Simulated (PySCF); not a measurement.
Compound: C₅H₈NO₂ (doublet state).
Geometry (GFN2-xTB, Å), atoms numbered from 1 in this order:
```xyz
16
C5H8NO2 angstrom
C      2.6454   -0.0392   -0.2101
N      1.3026   -0.0057   -0.0786
C      0.6331   -0.1579    1.1115
O      1.2042   -0.3352    2.1745
C     -0.8725   -0.0813    0.9690
C     -1.4541   -0.9251   -0.1792
O     -1.6061    0.2401   -0.9971
C     -1.3787    1.1012    0.1238
H      3.0811    0.0928   -1.1778
H      3.2304   -0.1944    0.6732
H      0.7458    0.1407   -0.9130
H     -1.3265   -0.2108    1.9497
H     -0.8031   -1.6755   -0.6337
H     -2.4237   -1.3754    0.0527
H     -0.6698    1.9024   -0.0981
H     -2.3154    1.5324    0.4892
```

The hyperfine couplings belong to this conformer and change with its torsions.

As a line formula: `[CH2]NC(=O)C1COC1` [radical].

Method used: UKS B3LYP, pcH-1 on C H N O, non-relativistic, mean-field spin-orbit, GIAO (PySCF). Isolated species at its GFN2-xTB geometry (one conformer only). A GFN2-xTB geometry isn't a minimum of the functional, and hyperfine couplings can be far from their values at a DFT geometry. Stability of the SCF solution: not tested.

Mulliken spin populations: C1 +0.885, N2 +0.019, C3 +0.068, O4 +0.108, C5 -0.011, C6 +0.005, O7 0.000, C8 +0.005, H9 -0.042, H10 -0.040, H11 -0.004, H12 0.000, H13 +0.001, H14 +0.003, H15 +0.001, H16 +0.003.

Problem. What dipolar couplings does the calculation give for H11, H12, H13, H14, H15, H16?

Solution. 
```json
{"atom": "H11", "position": "β, 2 bonds from C1", "distance from C1 (Å)": "2.03", "T1 (MHz)": "-5.51", "T2": "-4.81", "T3": "10.32"}
{"atom": "H12", "position": "4 bonds from C1", "distance from C1 (Å)": "4.52", "T1 (MHz)": "-1.38", "T2": "-1.20", "T3": "2.58"}
{"atom": "H13", "position": "5 bonds from C1", "distance from C1 (Å)": "3.84", "T1 (MHz)": "-2.13", "T2": "-0.84", "T3": "2.96"}
{"atom": "H14", "position": "5 bonds from C1", "distance from C1 (Å)": "5.25", "T1 (MHz)": "-0.85", "T2": "-0.71", "T3": "1.56"}
{"atom": "H15", "position": "5 bonds from C1", "distance from C1 (Å)": "3.84", "T1 (MHz)": "-2.12", "T2": "-0.84", "T3": "2.96"}
{"atom": "H16", "position": "5 bonds from C1", "distance from C1 (Å)": "5.25", "T1 (MHz)": "-0.85", "T2": "-0.71", "T3": "1.56"}
```

Problem. Estimate them with point dipoles: put each population ρk at its nucleus, leave out the nucleus itself and the atom bound to it, and sum T = Σ [ρk/(2S)]·C·(3 n nᵀ − 1)/r³ with C = μ0 gₑ μB g_N μN/(4π h) = 79.06 MHz Å³.

Solution. 
```json
{"atom": "H11", "T1 (MHz)": "-8.81", "T2": "-6.84", "T3": "15.65", "T3, computed": "10.32", "difference in T3 (%)": "+52"}
{"atom": "H12", "T1 (MHz)": "-1.84", "T2": "-1.37", "T3": "3.20", "T3, computed": "2.58", "difference in T3 (%)": "+24"}
{"atom": "H13", "T1 (MHz)": "-1.61", "T2": "-1.28", "T3": "2.89", "T3, computed": "2.96", "difference in T3 (%)": "-3"}
{"atom": "H14", "T1 (MHz)": "-0.63", "T2": "-0.59", "T3": "1.22", "T3, computed": "1.56", "difference in T3 (%)": "-22"}
{"atom": "H15", "T1 (MHz)": "-1.61", "T2": "-1.28", "T3": "2.88", "T3, computed": "2.96", "difference in T3 (%)": "-3"}
{"atom": "H16", "T1 (MHz)": "-0.63", "T2": "-0.59", "T3": "1.22", "T3, computed": "1.56", "difference in T3 (%)": "-22"}
```

Problem. If all the spin sat on C1, T∥ = 2C/r³. What distance does the computed T3 of H12 then imply?

Solution. r = (2 × 79.06/2.58)^(1/3) = 3.94 Å, against 4.52 Å in the structure.
